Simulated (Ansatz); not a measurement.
Start from `FCO[SiH2][SiH3]` and change one atom or group to get `FCO[SiH2]F`.

Ansatz, PBE0-D4/def2-TZVP geometries, multiplicity 1. Each molecule was computed in one conformer, which needn't be the lowest.

| property | `FCO[SiH2][SiH3]` |
| --- | --- |
| HOMO–LUMO gap (PBE0/def2-TZVPP) / eV | 7.68 |
| size of the dipole moment (B3LYP/def2-TZVPP) / D | 1.24 |
| HOMO–LUMO gap (B3LYP/def2-TZVPP) / eV | 7.33 |
| LUMO energy (ωB97M-V/def2-TZVPP) / eV | 1.39 |
| LUMO energy (PBE0/def2-TZVPP) / eV | -0.41 |
| HOMO energy (PBE/def2-TZVPP) / eV | -6.82 |

(1) What does the change do to each property? (Best estimate.)

## Answers

(1) The calculation gave: 
```csv
property,`FCO[SiH2]F`,shift
HOMO–LUMO gap (PBE0/def2-TZVPP) / eV,9.72,2.04
size of the dipole moment (B3LYP/def2-TZVPP) / D,1.05,-0.19
HOMO–LUMO gap (B3LYP/def2-TZVPP) / eV,9.23,1.90
LUMO energy (ωB97M-V/def2-TZVPP) / eV,2.14,0.75
LUMO energy (PBE0/def2-TZVPP) / eV,0.46,0.87
HOMO energy (PBE/def2-TZVPP) / eV,-7.60,-0.78
```

With PBE0 the HOMO falls by 1.17 eV and the LUMO rises by 0.87 eV, so the gap widens by about 2.04 eV. PBE moves the HOMO by -0.78 eV and ωB97M-V by -1.49 eV. Dipoles are sizes alone; their direction can turn.

B3LYP here is the variant with VWN-RPA as its local correlation; programs differ in this.
